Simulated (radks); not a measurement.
The osmium ion Os60+, 16 electrons, occupied as [Ne] 3s2 3p4.

All-electron calculation, scalar-relativistic Kohn-Sham, SCAN, spin-polarised, spherical densities, finite nucleus; open shells are filled with parallel spins first (spin-orbit coupling, left out, can overturn this in heavy ions); meta-GGA in the generalised Kohn-Sham scheme; Fermi nuclear charge, rms radius 5.4126 fm. Program: a radial shooting solver on a logarithmic mesh with Libxc functionals.

Energy parts (eV):
part                      energy
total                 -361178.25
kinetic                410108.56
electron-nucleus      -802691.68
Hartree                 36090.56
exchange-correlation    -4685.69

Orbitals (lengths in bohr, moments of r in powers of bohr; r(max) is where P^2 peaks; r(90%) holds 90 % of the orbital's charge):
[
 {"orbital": "1s up", "occ.": "1", "eigenvalue (eV)": "-78677.14", "r(max)": "0.01103", "r(90%)": "0.0323", "<r>": "0.01773"},
 {"orbital": "1s down", "occ.": "1", "eigenvalue (eV)": "-78668.78", "r(max)": "0.01103", "r(90%)": "0.0323", "<r>": "0.01773"},
 {"orbital": "2s up", "occ.": "1", "eigenvalue (eV)": "-17467.80", "r(max)": "0.06304", "r(90%)": "0.115", "<r>": "0.07409"},
 {"orbital": "2s down", "occ.": "1", "eigenvalue (eV)": "-17462.30", "r(max)": "0.06306", "r(90%)": "0.115", "<r>": "0.07408"},
 {"orbital": "2p up", "occ.": "3", "eigenvalue (eV)": "-15828.90", "r(max)": "0.05185", "r(90%)": "0.108", "<r>": "0.06641"},
 {"orbital": "2p down", "occ.": "3", "eigenvalue (eV)": "-15820.09", "r(max)": "0.05188", "r(90%)": "0.108", "<r>": "0.06641"},
 {"orbital": "3s up", "occ.": "1", "eigenvalue (eV)": "-6943.793", "r(max)": "0.1705", "r(90%)": "0.262", "<r>": "0.1799"},
 {"orbital": "3s down", "occ.": "1", "eigenvalue (eV)": "-6914.544", "r(max)": "0.1705", "r(90%)": "0.262", "<r>": "0.1802"},
 {"orbital": "3p up", "occ.": "3", "eigenvalue (eV)": "-6454.629", "r(max)": "0.1672", "r(90%)": "0.263", "<r>": "0.1774"},
 {"orbital": "3p down", "occ.": "1", "eigenvalue (eV)": "-6425.462", "r(max)": "0.1672", "r(90%)": "0.263", "<r>": "0.1775"}
]

The highest occupied level is 3p down at -6425.5 eV. The electron density at the nucleus is 1.788e+06 e/bohr^3 (large components only). Spin moment in Bohr magnetons: 2.
